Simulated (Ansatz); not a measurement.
`O[As](S)[SeH]`. The species carries charge 0 and has multiplicity 1. Correlated methods include outer-core shells of As, Se, which these sets cover unevenly. Scalar relativity is left out up to krypton.

Cartesian coordinates in Å:
```
O 1.0403 -1.6445 0.0787
As 1.1147 0.0912 0.4455
S 0.3335 0.7683 -1.5648
Se -0.8625 0.4678 1.7522
H 0.1639 -1.9235 -0.2093
H -0.0155 1.9879 -1.1221
H -1.7744 0.2528 0.6198
```

**Question.** Give the diagnostics of a CCSD(T)/def2-TZVPP run (frozen core, Ansatz). (Estimate.)

**Answer.** Ansatz gave: T1 = 0.0119, largest single amplitude 0.017, largest double 0.032, (T) share of the correlation energy 4.1 %, 10 CCSD cycles. The RHF solution is stable towards an unrestricted one. T1 lies under the customary mark of 0.02 for closed shells.
